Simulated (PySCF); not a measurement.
H3BCl2Si, singlet, at a GFN2-xTB geometry; CAMB3LYP/6-31G*, polarisability (PySCF).

Here is a job for PySCF.
```python
from pyscf import gto, scf, dft
from pyscf.prop import polarizability

mol = gto.M(
    atom='''
B     0.048480   -0.044417    0.051353
Cl    1.684264   -0.281846   -0.437078
Cl   -0.435484   -0.826960    1.507748
Si   -1.203551    1.068325   -1.031479
H    -2.488235    1.282862   -0.361996
H    -1.492718    0.443300   -2.326564
H    -0.640988    2.389082   -1.328900
''',
    basis='6-31g*',
    charge=0,
    spin=0,
    verbose=3,
)

mf = dft.RKS(mol)
mf.xc = 'camb3lyp'
mf.kernel()
alpha = mf.Polarizability().polarizability()[2, 2]
print('alpha_zz =', alpha)
```

Question: Write the output that PySCF gives for this input, abridged.

Answer: 
```
site-packages/pyscf/prop/efg/rhf.py:45: UserWarning: Module EFG is under testing
  warnings.warn('Module EFG is under testing')
site-packages/pyscf/prop/efg/dhf.py:30: UserWarning: Module EFG is under testing
  warnings.warn('Module EFG is under testing')
site-packages/pyscf/prop/zfs/uhf.py:40: UserWarning: Module ZFS is under testing
  warnings.warn('Module ZFS is under testing')
site-packages/pyscf/prop/gtensor/uhf.py:43: UserWarning: Module g-tensor is under testing
  warnings.warn('Module g-tensor is under testing')
site-packages/pyscf/prop/gtensor/uks.py:41: UserWarning: Module g-tensor is under testing
  warnings.warn('Module g-tensor is under testing')
site-packages/pyscf/prop/hfc/uks.py:35: UserWarning: Module HFC is under testing
  warnings.warn('Module HFC is under testing')
site-packages/pyscf/prop/magnetizability/rhf.py:39: UserWarning: Module magnetizability is under testing
  warnings.warn('Module magnetizability is under testing')
site-packages/pyscf/prop/magnetizability/uhf.py:37: UserWarning: Module magnetizability is under testing
  warnings.warn('Module magnetizability is under testing')
site-packages/pyscf/prop/magnetizability/rks.py:37: UserWarning: Module magnetizability is under testing
  warnings.warn('Module magnetizability is under testing')
site-packages/pyscf/prop/magnetizability/uks.py:39: UserWarning: Module magnetizability is under testing
  warnings.warn('Module magnetizability is under testing')
site-packages/pyscf/prop/polarizability/uhf.py:34: UserWarning: Module polarizability is under testing
  warnings.warn('Module polarizability is under testing')
site-packages/pyscf/prop/polarizability/rks.py:29: UserWarning: Module polarizability is under testing
  warnings.warn('Module polarizability is under testing')
site-packages/pyscf/prop/polarizability/uks.py:29: UserWarning: Module polarizability is under testing
  warnings.warn('Module polarizability is under testing')
converged SCF energy = -1236.55397503228
alpha_zz = 54.95266716127853
```
